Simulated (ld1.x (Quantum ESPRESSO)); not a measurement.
What the settings do to the TM potential of niobium

Base potential:

* Element: niobium (Nb)
* Generator: ld1.x (Quantum ESPRESSO) 7.5
* Type: norm-conserving Troullier–Martins (Kleinman–Bylander form)
* Functional: revPBE
* Relativity: scalar-relativistic
* Frozen core: [Kr]
* Valence charge: 5
* Reference configuration: 4d4 5s1 5p0
* Partial waves: 5s (bound): rc 2.25 bohr; 5p (bound, empty): rc 4.20 bohr; 4d (bound): rc 1.55 bohr
* Local potential: all-electron potential smoothed inside 1.40 bohr (lloc = -1)
* Core correction: Bessel-smoothed model core inside 1.55 bohr

Cutoffs, loose and tight: the cutoffs (Ry, on a coarse ladder) from which the occupation-weighted sum of valence levels, in a spherical-Bessel basis at the reference potential, stays within 10 and 1 mRy of its value at 400 Ry. They do not see the model core or the augmentation charge, which bear on the density cutoff. Test errors are all-electron minus pseudo excitation energies from the reference, over the configurations 4d4 5s0 5p0; 4d3 5s0 5p0; 4d2 5s0 5p0; 4d3 5s2 5p0; 4d4.5 5s0.5 5p0; 4d5 5s0 5p0; 4d3 5s1 5p0. A dash means not determined; rows that change the core or the reference have their own tests.

A true bound ghost makes a file unfit for plane-wave use even where its test errors are small: the radial tests pick states by their node count and pass the ghost by.

| change | outcome | cutoff, loose | cutoff, tight | bound ghosts | largest test error (meV) |
| --- | --- | --- | --- | --- | --- |
| base | generated | 40 Ry | 50 Ry | s, p | -501 |
| local potential all-electron potential smoothed inside 1.70 bohr (lloc = -1) | generated | 40 Ry | 50 Ry | s, p | -504 |
| local potential all-electron potential smoothed inside 2.12 bohr (lloc = -1) | generated | 40 Ry | 50 Ry | s | -516 |
| local potential all-electron potential smoothed inside 2.42 bohr (lloc = -1) | generated | 40 Ry | 50 Ry | s | -532 |
| local potential all-electron potential smoothed inside 2.82 bohr (lloc = -1) | generated | 40 Ry | 50 Ry | none | -571 |
| local potential all-electron potential smoothed inside 3.22 bohr (lloc = -1) | generated | 40 Ry | 50 Ry | none | -622 |
| local potential all-electron potential smoothed inside 3.76 bohr (lloc = -1) | generated | 40 Ry | 50 Ry | none | -701 |
| local potential all-electron potential smoothed inside 3.94 bohr (lloc = -1) | generated | 40 Ry | 50 Ry | none | -710 |
| local potential all-electron potential smoothed inside 4.52 bohr (lloc = -1) | generated | 40 Ry | 50 Ry | none | -1126 |
| local potential all-electron potential smoothed inside 4.80 bohr (lloc = -1) | generated | 40 Ry | 50 Ry | none | -1190 |

Reading the sweep of the rcloc (base included, trends over the rows without a ghost): The loose cutoff stays near 40 Ry. The median size of the test errors (rows with all tests solved) rises from 23.3 meV at 2.82 to 117.1 meV at 4.8 bohr. Bound ghosts are found at 1.4, 1.7, 2.12, 2.42 bohr.
